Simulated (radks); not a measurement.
The dysprosium anion Dy- inside a hard spherical wall (all orbitals vanish at R), configuration held at [Xe] 4f11 6s2 and not refilled when levels cross. All-electron calculation, scalar-relativistic Kohn-Sham, PBEsol, spin-polarised, spherical densities, finite nucleus; open shells are filled with parallel spins first (spin-orbit coupling, left out, can overturn this in heavy ions); Fermi nuclear charge, rms radius 5.2218 fm. Program: a radial shooting solver on a logarithmic mesh with Libxc functionals. Eigenvalues in eV for spin up, with the zero of energy where the potential of the charges vanishes at infinity; a dash marks a level that is unbound or too diffuse for the functional's potential to be trusted. A positive occupied level is held by the wall or, in an anion where self-interaction has pushed it up, behind a barrier. The pressure on the wall is -dE/dV.

R (bohr)  E (hartree)  kinetic (hartree)    e(5s)    e(5p)  e(5d, empty)  e(6p, empty)   e(6s)   e(4f)  pressure (GPa)
15        -12152.1975          13107.154  -44.924  -21.344             -             -  -0.332   0.791          0.0742
12        -12152.1723          13107.124  -43.445  -19.953             -             -   0.445   2.431           0.170
8         -12152.0891          13107.237  -39.527  -16.241             -             -   2.633   6.608            1.62
5         -12151.6468          13108.478  -33.147  -10.276        12.587        16.459  10.292  13.404            37.9
4         -12150.9058          13110.901  -28.190   -5.663        18.954        30.562  20.579  19.034             188
3.5       -12149.9769          13114.115  -23.745   -1.328        25.091        45.146  31.901  24.330             501
3         -12147.9532          13121.125  -16.282    6.452        35.997        71.645  53.658  33.470            1560
